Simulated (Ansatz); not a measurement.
Reaction (formal exchange of groups at a C–C bond): `CC(F)S[SiH3]` + `[BH]1[NH][SnH2]1` → `[CH3][SnH]1[BH][NH]1` + `FCS[SiH3]`

Computed with Ansatz on PBE0-D4/def2-TZVP structures; ΔE is electronic, products minus reactants. CCSD(T)/CBS adds triple-zeta CCSD(T) − MP2 to the extrapolated MP2 energy (def2 sets, frozen cores). DFT in def2-TZVPP. B3LYP here is the variant with VWN-RPA as its local correlation; programs differ in this. def2 core potentials past Kr. For Sn outer-core shells are correlated without core-valence functions, which leaves a few kJ/mol of doubt a bond. One conformer a species, not always the lowest.

```json
{"level": "PBE-D4", "ΔE (kJ/mol)": "-10.0", "difference from CCSD(T)/CBS": "5.1"}
{"level": "r2SCAN-D4", "ΔE (kJ/mol)": "-8.2", "difference from CCSD(T)/CBS": "6.9"}
{"level": "PBE0-D4", "ΔE (kJ/mol)": "-8.5", "difference from CCSD(T)/CBS": "6.6"}
{"level": "ωB97X-V", "ΔE (kJ/mol)": "-7.1", "difference from CCSD(T)/CBS": "8.0"}
{"level": "ωB97M-V", "ΔE (kJ/mol)": "-7.7", "difference from CCSD(T)/CBS": "7.4"}
{"level": "B2PLYP", "ΔE (kJ/mol)": "-13.4", "difference from CCSD(T)/CBS": "1.7"}
{"level": "PBE", "ΔE (kJ/mol)": "-12.4", "difference from CCSD(T)/CBS": "2.7"}
{"level": "PBE0", "ΔE (kJ/mol)": "-10.6", "difference from CCSD(T)/CBS": "4.5"}
{"level": "B3LYP", "ΔE (kJ/mol)": "-13.0", "difference from CCSD(T)/CBS": "2.1"}
{"level": "CCSD/def2-TZVPP", "ΔE (kJ/mol)": "-11.4", "difference from CCSD(T)/CBS": "3.7"}
{"level": "CCSD(T)/def2-TZVPP", "ΔE (kJ/mol)": "-11.7", "difference from CCSD(T)/CBS": "3.4"}
{"level": "HF/def2-QZVPP", "ΔE (kJ/mol)": "-8.8", "difference from CCSD(T)/CBS": "6.3"}
{"level": "MP2/def2-QZVPP", "ΔE (kJ/mol)": "-18.4", "difference from CCSD(T)/CBS": "-3.3"}
{"level": "HF/CBS(def2)", "ΔE (kJ/mol)": "-8.9", "difference from CCSD(T)/CBS": "6.2"}
{"level": "MP2/CBS(def2)", "ΔE (kJ/mol)": "-19.6", "difference from CCSD(T)/CBS": "-4.5"}
{"level": "CCSD/CBS(def2)", "ΔE (kJ/mol)": "-14.7", "difference from CCSD(T)/CBS": "0.4"}
{"level": "CCSD(T)/CBS", "ΔE (kJ/mol)": "-15.1", "difference from CCSD(T)/CBS": "0"}
```

Largest T1 diagnostic among the species: 0.016.

The D4 term adds +3.8 kJ/mol with B3LYP and +2.0 kJ/mol with PBE0; it sums over pairs of atoms, weighted by their polarisabilities, and B3LYP, whose exchange is more repulsive, gets the larger term. In def2-TZVPP, CCSD(T) changes the Hartree–Fock value by −3.7 kJ/mol (the triples alone add −0.3 kJ/mol) and MP2 by −8.2 kJ/mol.
